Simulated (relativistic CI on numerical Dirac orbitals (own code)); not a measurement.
**Os⁴⁺: O2,3 absorption edge**

Computed with this model: Dirac-Coulomb-Breit CI, separate exchange-only KLI orbitals for each configuration, QED by a radiative potential, valence Slater integrals scaled by 0.8, multiplet model of core-to-valence dipole absorption; configurations [Xe] 4f14 5d4 → [Kr] 4d10 4f14 5s2 5p5 5d5; 300 K; Lorentzian 1 eV and Gaussian 0.3 eV FWHM. Energies are those of the free ion, without screening or charge transfer. The branching ratio is the share of the lower-energy edge in the whole absorption, uncertain by about 0.02 where the edges overlap. S is read from ⟨S²⟩ = S(S + 1).

Field parameters in Wybourne normalisation: D3d B²₀ = −7Dσ, B⁴₀ = −14Dq − 21Dτ, B⁴₃ = −14√(10/7) Dq; D4h B²₀ = −7Ds, B⁴₀ = 21(Dq − Dt), B⁴₄ = 21√(5/14) Dq; Oh B⁴₀ = 21Dq, B⁴₄ = √(5/14) B⁴₀. The field is a parameter set, without covalency.

free ion: ground-state S = 1.71, centroid 51.95 eV. Peaks (eV, height): 49.2 (100), 51.0 (41), 54.0 (31), 55.2 (46).

D3d, 10Dq = 44800, Dσ = -820, Dτ = -440 cm⁻¹: ground-state S = 0.97, centroid 55.45 eV. Peaks (eV, height): 44.2 (43), 46.2 (16), 50.5 (78), 52.8 (100), 55.5 (34), 61.2 (14), 65.8 (82), 69.5 (15).

D4h, 10Dq = 18700, Ds = 610, Dt = 160 cm⁻¹: ground-state S = 1.31, centroid 53.15 eV. Peaks (eV, height): 49.8 (100), 56.2 (28), 65.2 (25).

Oh, 10Dq = 33650 cm⁻¹: ground-state S = 1.03, centroid 54.69 eV. Peaks (eV, height): 44.5 (26), 49.8 (65), 51.8 (100), 54.0 (45), 60.5 (8), 64.8 (59), 67.8 (20).

D4h, 10Dq = 16700, Ds = -100, Dt = 1170 cm⁻¹: ground-state S = 1.53, centroid 52.48 eV. Peaks (eV, height): 49.5 (100), 55.0 (36), 56.0 (34), 65.2 (12).

D4h, 10Dq = 31600, Ds = -110, Dt = -700 cm⁻¹: ground-state S = 1.01, centroid 54.89 eV. Peaks (eV, height): 44.5 (30), 49.8 (68), 52.0 (100), 54.2 (44), 59.5 (10), 61.0 (10), 65.0 (60), 68.0 (19).

Strongest unbroadened transitions for D4h, 10Dq = 16700, Ds = -100, Dt = 1170 cm⁻¹:

```tsv
Energy (eV)	Relative strength
48.43	48.7
48.67	49.0
48.69	67.3
49.43	37.1
49.47	84.6
49.54	100.0
49.85	73.0
49.88	37.5
50.14	42.9
50.45	39.6
50.63	63.3
50.99	64.8
51.65	40.1
51.71	44.9
52.55	53.5
56.01	48.9
56.18	42.4
56.41	43.6
```
